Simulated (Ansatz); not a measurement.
Program: Ansatz. Geometries: PBE0-D4/def2-TZVP. ΔE: electronic, gas phase. CBS: MP2 limit from def2 TZ/QZ plus the TZ coupled-cluster correction, frozen cores. This one scheme is used for every species. Functionals use def2-TZVPP. Each species was taken in one conformer, which may not be the lowest.

Reaction (ligand exchange at the Si–C bond): `[SiH3][CH2][AlH][S][SiH3]` + `C=CS` → `C=CS[SiH3]` + `[CH3][AlH][S][SiH3]`

```tsv
species	ωB97M-V energy (Eh)
`[SiH3][CH2][AlH][S][SiH3]`	-1263.12533
`C=CS`	-476.75735
`C=CS[SiH3]`	-767.45435
`[CH3][AlH][S][SiH3]`	-972.44495
```

(1) Work out ΔE.

Largest T1 diagnostic among the species: 0.012.

Results:

(1) ΔE = (-767.45435) + (-972.44495) − (-1263.12533) − (-476.75735) = -0.01662 Eh = -10.4 kcal/mol. CCSD(T)/CBS gives -10.6 kcal/mol.

In def2-TZVPP, CCSD(T) changes the Hartree–Fock value by +1.7 kcal/mol (the triples alone add +0.0 kcal/mol) and MP2 by +0.8 kcal/mol. The D4 term adds +0.9 kcal/mol with B3LYP and +0.6 kcal/mol with PBE0; it sums over pairs of atoms, weighted by their polarisabilities, and B3LYP, whose exchange is more repulsive, gets the larger term.

B3LYP here is the variant with VWN-RPA as its local correlation; programs differ in this.
